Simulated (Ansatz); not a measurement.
`CCB(O)CC`, relaxed with RKS PBE0-D4/def2-TZVP in Ansatz 0.2.0 from a GFN2-xTB geometry. The force threshold is 0.005 eV/Å; the program also tests the step.

The species carries charge 0 and has multiplicity 1.

Start:

```xyz
17

C     1.230   -1.608   -0.413
C    -0.143   -1.310   -1.023
B    -0.789    0.082   -0.585
O    -1.366    0.806   -1.551
C    -0.766    0.603    0.933
C     0.319    1.669    1.140
H     1.956   -0.863   -0.730
H     1.587   -2.586   -0.728
H     1.180   -1.596    0.673
H    -0.827   -2.111   -0.726
H    -0.065   -1.364   -2.110
H    -1.772    1.634   -1.290
H    -1.731    1.046    1.197
H    -0.591   -0.206    1.643
H     1.303    1.249    0.943
H     0.170    2.511    0.466
H     0.305    2.045    2.162
```

| step | energy (eV) | largest force (eV/Å) | largest move (Å) |
| --- | --- | --- | --- |
| 1 | -7047.1470 | 1.211 | 0.000 |
| 2 | -7047.1818 | 0.486 | 0.035 |
| 3 | -7047.1904 | 0.174 | 0.025 |
| 4 | -7047.1920 | 0.129 | 0.047 |
| 5 | -7047.1941 | 0.082 | 0.048 |
| 6 | -7047.1944 | 0.077 | 0.026 |
| 7 | -7047.1952 | 0.030 | 0.016 |
| 8 | -7047.1955 | 0.016 | 0.038 |
| 9 | -7047.1957 | 0.024 | 0.033 |
| 10 | -7047.1957 | 0.025 | 0.038 |
| 11 | -7047.1959 | 0.016 | 0.006 |
| 12 (rejected) | -7047.1958 | 0.024 | 0.007 |
| 13 | -7047.1959 | 0.007 | 0.004 |
| 14 | -7047.1959 | 0.002 | 0.003 |
| 15 | -7047.1959 | 0.004 | 0.007 |

End:

```xyz
17

C     1.226   -1.576   -0.355
C    -0.092   -1.239   -1.045
B    -0.821    0.074   -0.578
O    -1.522    0.745   -1.538
C    -0.780    0.624    0.904
C     0.382    1.607    1.097
H     1.999   -0.839   -0.588
H     1.607   -2.552   -0.666
H     1.118   -1.600    0.733
H    -0.812   -2.049   -0.848
H     0.031   -1.228   -2.133
H    -1.997    1.506   -1.194
H    -1.722    1.131    1.154
H    -0.675   -0.197    1.620
H     1.345    1.129    0.905
H     0.303    2.461    0.418
H     0.409    2.002    2.116
```

Run time 36 s (8 threads of an Intel Xeon on a shared host); peak host memory 0.88 GiB.
